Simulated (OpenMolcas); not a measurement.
Cu2+ (d9) on a cation site of an ionic host was computed by CASSCF with the d shell active (OpenMolcas, ANO-RCC-VDZP on the metal). Its lowest spin-free states, and all those of the highest spin:

```
2S+1  Degeneracy  E (cm-1)
   2           2       0.0
   2           3      5806
```

Task: Is the site octahedral, tetrahedral or cube-like, axial, or of lower symmetry?

Result: The states with 2S+1 = 2 have orbital degeneracies 2, 3. Threefold states need a cubic site. For d9 at this spin an octahedron puts the twofold E below the threefold T2 and a tetrahedron or cube puts the threefold T2 below the twofold E, so the site is octahedral. The first gap at this spin, 5810 cm-1, is |10Dq| in ligand-field theory. The run had Cu2+ with its 6 nearest fluoride ions at 2.021 Å, on the Mg site of KMgF3 (a = 3.973 Å, distance in the model lattice 1.986 Å). The rest of the host is ab initio model potentials to 7.6 Å, with orthogonalisation functions on the cations behind the ligands, and point charges beyond; the distance is set by hand and nothing relaxes. Ligand basis ANO-RCC-VDZP.

An orbital doublet at a regular site is open to a Jahn-Teller distortion, which this geometry leaves out. Ligand-to-metal charge-transfer states are missing. With metal d orbitals alone and no dynamic correlation 10Dq can be off by a tenth to a fifth, either way, in oxide and fluoride hosts. No measured value stands beside these numbers; the geometry was set by hand and not optimised.
